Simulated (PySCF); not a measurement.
**Magnetic susceptibility: SMILES [H]B([H])CCC, C₃H₉B**

Geometry:
| atom | x (Å) | y (Å) | z (Å) |
| --- | --- | --- | --- |
| B1 | 1.011 | 1.700 | 0.749 |
| H2 | 2.180 | 1.720 | 0.769 |
| H3 | 0.423 | 2.704 | 0.629 |
| C4 | 0.231 | 0.335 | 0.808 |
| C5 | -0.089 | -0.116 | -0.633 |
| C6 | -0.856 | -1.433 | -0.652 |
| H7 | -0.720 | 0.421 | 1.338 |
| H8 | 0.799 | -0.465 | 1.286 |
| H9 | 0.844 | -0.232 | -1.190 |
| H10 | -0.678 | 0.656 | -1.132 |
| H11 | -1.802 | -1.332 | -0.124 |
| H12 | -1.065 | -1.737 | -1.676 |
| H13 | -0.278 | -2.219 | -0.171 |

Method: GIAO LC-wPBE/def2-SVP magnetisability, rotational g tensor and spin-rotation constants, non-relativistic, gas phase (PySCF 2.14.0). Geometry: GFN2-xTB.

(1) How diamagnetic is it, and how anisotropic?

(2) Split it along the inertial axes a, b, c into diamagnetic and paramagnetic parts about the centre of mass, with the quadrupole moment.

(3) And the rotational g tensor?

Answers

(1) Isotropic -715 × 10⁻³⁰ J/T², or -43.0 × 10⁻⁶ cm³/mol; principal values -887, -651, -606 × 10⁻³⁰ J/T², anisotropy 262 × 10⁻³⁰ J/T² (root of half the summed squared differences of the principal values). The susceptibility is in cgs units.

(2) 
| axis | χ (10⁻⁶ cm³/mol) | diamagnetic (10⁻⁶ cm³/mol) | paramagnetic (10⁻⁶ cm³/mol) | summed x² of all electrons (Å²) | quadrupole Θ (D Å) |
| --- | --- | --- | --- | --- | --- |
| a | -42.6 | -124.3 | 81.7 | 80.2 | -2.23 |
| b | -49.8 | -393.4 | 343.6 | 16.8 | +1.67 |
| c | -36.8 | -411.4 | 374.7 | 12.5 | +0.57 |

Anisotropies 2χaa − χbb − χcc = +1.4 and 2χbb − χaa − χcc = -20.2 × 10⁻⁶ cm³/mol. Θ is traceless in Buckingham's convention.

(3) 
| axis | rotational constant (GHz) | g | nuclear part | electronic part |
| --- | --- | --- | --- | --- |
| a | 23.4601 | -0.0716 | 0.8294 | -0.9010 |
| b | 3.8784 | -0.0029 | 0.6232 | -0.6261 |
| c | 3.6514 | -0.0240 | 0.6188 | -0.6428 |

Asymmetric top; isotopes 11B, 12C, 1H; no vibrational averaging.
